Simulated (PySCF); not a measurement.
Compound: C5H3F3.
Numbering: `[CH:1]#[C:2]/[C:3]([F:4])=[C:5](\[F:6])[CH2:7][F:8]` (hydrogens: H9 on C1; H10, H11 on C7)

Structure used (GFN2-xTB), in Å, numbered top down from 1:
```xyz
11
C5H3F3 angstrom
C      3.057   -0.145   -0.114
C      1.873   -0.201    0.079
C      0.490   -0.280    0.342
F      0.142   -0.884    1.494
C     -0.481    0.175   -0.462
F     -0.140    0.756   -1.627
C     -1.950    0.107   -0.187
F     -2.389    1.262    0.420
H      4.088   -0.086   -0.303
H     -2.180   -0.716    0.497
H     -2.505    0.013   -1.125
```

A PySCF run (density fitting, gas phase, GFN2-xTB geometry) gave HOMO -8.73 eV, LUMO -0.44 eV, dipole 1.92 D.

Task: Which of these levels was it?
A. CAM-B3LYP/pcSseg-1
B. OLYP/IGLO-II
C. PBE0/def2-SVPD
D. PBE0/pcSseg-1

Result: A. It is CAM-B3LYP/pcSseg-1. All candidates on this geometry:

```tsv
level and settings	kind	basis functions	SCF cycles	E (Eh)	HOMO (eV)	LUMO (eV)	dipole (D)
OLYP/IGLO-II, energy threshold 1e-06 Eh	GGA	194	9	-491.7499	-6.05	-2.16	1.66
PBE0/def2-SVPD	global hybrid	193	15	-490.8907	-7.54	-1.67	1.87
PBE0/pcSseg-1	global hybrid	151	15	-491.1851	-7.46	-1.55	1.88
CAM-B3LYP/pcSseg-1, start guess atom	range-separated hybrid	151	11	-491.5348	-8.73	-0.44	1.92
```

The nearest other candidate, by the summed differences of HOMO and LUMO, is PBE0/pcSseg-1: its HOMO differs by +1.27 eV and its LUMO by -1.11 eV. Cycle counts include a coarse-grid stage where the run had one.
